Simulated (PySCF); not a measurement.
Geometry:
```
atom   x (Å)   y (Å)   z (Å)
  C1  -1.650  -1.463   0.103
  C2  -0.933  -0.138  -0.128
 Si3  -2.150   1.290  -0.443
  F4  -1.266   2.607  -0.721
  C5   0.214  -0.279  -1.161
  C6   1.229  -0.306  -0.018
  O7   2.301   0.621  -0.195
  C8   3.360   0.474   0.575
  O9   3.534  -0.365   1.410
 C10   0.133   0.131   0.964
 H11  -2.314  -1.393   0.962
 H12  -0.935  -2.263   0.287
 H13  -2.248  -1.731  -0.766
 H14  -2.931   1.605   0.743
 H15  -2.917   1.090  -1.663
 H16   0.182  -1.163  -1.793
 H17   0.353   0.604  -1.781
 H18   1.651  -1.290   0.204
 H19   4.092   1.261   0.324
 H20   0.051  -0.458   1.875
 H21   0.235   1.183   1.224
```

[PySCF 2.14.0 with density-fitted response routines: NMR shieldings at PBE0/pcSseg-1/GIAO; geometry from GFN2-xTB; no relativistic terms; in vacuum; single conformer; one averaged value for each set of equivalent atoms]

δ = σ(ref) − σ, references computed at the same level: ¹³C (σ = 186.93 ppm) and ¹H (σ = 31.72 ppm) and ²⁹Si (σ = 349.16 ppm) against TMS; ¹⁹F (σ = 170.95 ppm) against CFCl3; ¹⁷O (σ = 336.08 ppm) vs H2O.

| atoms | nucleus | count | δ (ppm) |
| --- | --- | --- | --- |
| C1 | ¹³C | 1 | 23.1 |
| O9 | ¹⁷O | 1 | 443.8 |
| F4 | ¹⁹F | 1 | -232.3 |
| C6 | ¹³C | 1 | ? |
| H18 | ¹H | 1 | 5.76 |
| C2 | ¹³C | 1 | ? |
| H16/H20 | ¹H | 2 | ? |
| H11/H12/H13 | ¹H | 3 | 1.19 |
| H14/H15 | ¹H | 2 | 4.89 |
| O7 | ¹⁷O | 1 | 245.6 |
| H19 | ¹H | 1 | 8.04 |
| C8 | ¹³C | 1 | 164.8 |
| Si3 | ²⁹Si | 1 | ? |
| C5/C10 | ¹³C | 2 | 37.9 |
| H17/H21 | ¹H | 2 | ? |

Problem. Complete the table.

Solution. 
- C6: 65.9 ppm, sp3 CH bonded to O; pulled downfield by the heteroatom
- C2: 19.2 ppm, fully substituted sp3 carbon bonded to Si
- H17/H21: 2.66 ppm, hydrogen on an sp3 CH2 in a ring
- H16/H20: 2.18 ppm, hydrogen on an sp3 CH2 in a ring
- Si3: 3.0 ppm, silicon bonded to C, F, 2 H

Shifts are as computed. Against solution values, carbons near 30 ppm lie about +3 ppm off and those near 130 ppm about +5 ppm. Of 1211 compounds with measured shifts, 218 miss one by over three times the rms of a fit or turn the order of signals round; such compounds aren't used in these exercises. Unscaled 19F shifts against computed CFCl3 carry errors that often reach 10 to 50 ppm. Unscaled 17O shifts of doubly bonded oxygen tend to come out too high, by tens of ppm or more. Experimental scales use liquid or dissolved standards, which lie at an offset from isolated H2O (liquid H2O: subtract about 36 ppm).
